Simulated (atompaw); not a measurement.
# What one change does to a pseudopotential (Rh (Z = 45), PAW (atompaw))

```
Element                 : rhodium
Generator               : atompaw 4.2.0.5
Type                    : PAW
Functional              : PBE
Relativity              : scalar-relativistic
Frozen core             : [Ar] 3d10 4s2
Valence charge          : 15
Reference configuration : 4p6 4d8 5s0.5 5p0 (charge +0.5)
Partial waves           : 5s (bound): rc 2.70 bohr; 5s channel at 2.95 Ry: rc 2.70 bohr; 4p (bound): rc 1.20 bohr; 5p (bound, empty): rc 2.70 bohr; 4d (bound): rc 1.70 bohr; 4d channel at 3.5 Ry: rc 1.70 bohr
Local potential         : troulliermartins scheme with l = 3 at 0 Ry, radius 2.40 bohr
Core correction         : smooth core density matched at 2.70 bohr
Augmentation charge     : sinc compensation charge, radius 2.05 bohr; PAW radius 2.70 bohr; waves and projectors: custom rrkj gramschmidtortho
```

All-electron outer shells of the reference configuration (PBE, scalar-relativistic, ld1.x):

```tsv
shell	level (eV)	outermost node (bohr)	outermost maximum (bohr)
4s	-86.17	0.47	0.88
4p	-54.11	0.47	0.94
4d	-9.60	0.46	1.15
5s	-7.42	1.19	2.57
5p	-3.37	1.35	3.47
```

Change: wave 4p (bound): rc 1.20 bohr becomes 4p (bound): rc 2.40 bohr.

Cutoffs: the cutoffs (Ry, on a coarse ladder) from which the occupation-weighted sum of valence levels, in a spherical-Bessel basis at the reference potential, stays within 10 and 1 mRy of its value at 400 Ry; they do not see the model core or the augmentation charge, which bear on the density cutoff.

Problem. What does the change do?

Solution. The potential gets softer (55 Ry and 100 Ry → 40 Ry and 60 Ry); both files keep a bound ghost (s); the range in which the p phases agree widens (upper end 0.2 → 3.0).

```csv
quantity,base,changed
"cutoff, loose",55 Ry,40 Ry
"cutoff, tight",100 Ry,60 Ry
loose cutoff by channel (10 mRy a level),"s 6 Ry, p 45 Ry, d 30 Ry","s 6 Ry, p 12 Ry, d 30 Ry"
bound ghosts,s,s
s: phases at 2.71 bohr within 0.05 rad from the reference energy up to (Ry; the scan ends near 5),4.6,4.6
p: phases at 2.71 bohr within 0.05 rad from the reference energy up to (Ry; the scan ends near 5),0.2,3.0
d: phases at 2.71 bohr within 0.05 rad from the reference energy up to (Ry; the scan ends near 5),to the end of the scan,to the end of the scan
lowest overlap eigenvalue by channel,"s 0.49, p 0.41, d 0.36","s 0.49, p 0.57, d 0.36"
```

 A true bound ghost makes a file unfit for plane-wave use even where its test errors are small: the radial tests pick states by their node count and pass the ghost by. The cutoffs see the waves, projectors and local potential, not the compensation charge or the core.
